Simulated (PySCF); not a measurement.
Species: C6H9O2 (doublet state).
Z-matrix (Å and degrees, GFN2-xTB geometry), rows numbered from 1:
```
C 
C   1  1.4083
O   2  1.2305  1  124.13
C   2  1.5314  1  115.90  3  -179.37
C   4  1.5228  2  105.73  1   101.80
O   5  1.2020  4  121.70  2   -97.87
C   5  1.5046  4  113.18  2    79.90
C   7  1.5222  5  112.47  4  -168.18
H   1  1.0740  2  121.83  3   176.32
H   1  1.0761  2  119.37  3    -6.59
H   4  1.0887  2  108.77  1  -140.34
H   4  1.0879  2  111.22  1   -17.52
H   7  1.0935  5  107.60  4    70.04
H   7  1.0944  5  107.61  4   -45.17
H   8  1.0874  7  110.27  5   -56.60
H   8  1.0869  7  110.34  5    62.84
H   8  1.0868  7  110.29  5  -177.07
```

The hyperfine couplings belong to this conformer and change with its torsions.

Identity: `[CH2]C(=O)CC(=O)CC` [radical].

Computed with UKS B3LYP, pcH-1 on C H O, non-relativistic, mean-field spin-orbit, GIAO (PySCF). One conformer (not necessarily the lowest) at the GFN2-xTB geometry, without solvent, vibrations or thermal averaging. A GFN2-xTB geometry isn't a minimum of the functional, and hyperfine couplings can be far from their values at a DFT geometry. Stability of the SCF solution: not tested.

Principal values of hyperfine tensors in MHz (contact and dipolar terms together), for some of the nuclei:

```tsv
atom	isotope	A1	A2	A3
C1	13C	0.95	1.60	197.84
H9	1H	-84.55	-54.66	-19.34
H10	1H	-81.35	-54.16	-19.51
C2	13C	-57.75	-38.38	-31.42
O3	17O	-118.42	27.63	28.02
H11	1H	-6.66	-5.78	-1.17
C7	13C	2.63	2.74	4.57
C4	13C	-3.42	-2.72	-0.70
```

**Question.** Give the isotropic coupling of each nucleus in MHz and in mT (g = 2.0051), and the anisotropic part.

**Answer.** a_iso is a third of the trace, T = A − a_iso, and a(mT) = a(MHz)/(g × 13.996).

| atom | a_iso (MHz) | a_iso (mT) | T1 | T2 | T3 |
| --- | --- | --- | --- | --- | --- |
| C1 | 66.80 | 2.380 | -65.84 | -65.20 | 131.04 |
| H9 | -52.85 | -1.883 | -31.70 | -1.81 | 33.51 |
| H10 | -51.67 | -1.841 | -29.68 | -2.48 | 32.16 |
| C2 | -42.52 | -1.515 | -15.23 | 4.14 | 11.10 |
| O3 | -20.92 | -0.746 | -97.49 | 48.55 | 48.95 |
| H11 | -4.54 | -0.162 | -2.12 | -1.25 | 3.37 |
| C7 | 3.31 | 0.118 | -0.68 | -0.58 | 1.26 |
| C4 | -2.28 | -0.081 | -1.14 | -0.44 | 1.58 |

**Question.** What spin density at the nucleus of H9 lies behind its contact coupling (g_N = 5.58569)?

**Answer.** a_FC = 800.24 MHz bohr³ × g_N × ρ(0)/(2S). With a_FC = -52.85 MHz and 2S = 1, ρ(0) = -0.01182 bohr⁻³. In magnitude that is 3.7 % of the 1/π = 0.318 of a free hydrogen atom.

**Question.** C5 (13C, g_N = 1.40482) isn't in the table. Its spin density at the nucleus is -0.002301 bohr⁻³. What is its contact coupling?

**Answer.** By the same relation, a_FC = -2.59 MHz. Its full tensor has the principal values -3.48, -3.10, -1.18 MHz.

**Question.** Which nucleus of the table has the largest anisotropic coupling, and what is its form?

**Answer.** C1: -65.8, -65.2, 131.0 MHz, axial, in the ratio −1:−1:+2, the form that spin in one p orbital centred on that nucleus gives.

**Question.** What first-order splitting does H9 cause when the field lies along A1, A2 or A3 of its tensor (g taken as isotropic, no quadrupole term)?

**Answer.** 2 lines (I = 1/2), spaced by |A_i|/(g × 13.996): 3.01, 1.95, 0.69 mT along the axes of A1, A2 and A3.
